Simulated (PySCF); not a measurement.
Geometries of 2 isomers of C5H4N2S, from PBE0-D3(BJ)/def2-SVP geometry optimisation, gas phase in PySCF. One conformer each, no zero-point energy, no frequencies.

**Question.** Which isomer lies lower at this level?
A.
```xyz
12
angstrom
S      3.501    0.689    0.127
C      2.337   -0.419   -0.020
C      0.881   -0.167   -0.028
N      0.123   -1.262   -0.165
C     -1.193   -1.084   -0.179
C     -1.768    0.178   -0.056
C     -0.884    1.249    0.082
N      0.430    1.084    0.097
H      2.565   -1.490   -0.129
H     -1.813   -1.981   -0.291
H     -2.850    0.322   -0.068
H     -1.254    2.276    0.185
```
B.
```xyz
12
angstrom
C     -2.016    0.099   -0.361
C     -0.560    0.050   -0.055
C      0.067    0.197    1.163
N      1.418    0.109    1.167
C      1.868   -0.107   -0.037
C      3.242   -0.250   -0.378
N      4.353   -0.372   -0.688
S      0.637   -0.216   -1.264
H     -2.372   -0.847   -0.798
H     -2.581    0.280    0.564
H     -2.256    0.906   -1.070
H     -0.467    0.378    2.099
```

**Answer.** B. That is `Cc1cnc(C#N)s1`, 3.3 kcal/mol below the other.

```
       SMILES                           atoms numbered as above      E (Eh)  relative (kcal/mol)  relative (kJ/mol)  dipole (D)
Cc1cnc(C#N)s1  [CH3:1][c:2]1[cH:3][n:4][c:5]([C:6]#[N:7])[s:8]1  -699.78247                  0.0                0.0        5.81
  S=Cc1ncccn1   [S:1]=[CH:2][c:3]1[n:4][cH:5][cH:6][cH:7][n:8]1  -699.77720                  3.3               13.8        4.06
```

As drawn, the lower has a C≡N group, which the higher lacks; the higher has a C=S bond, which the lower lacks.
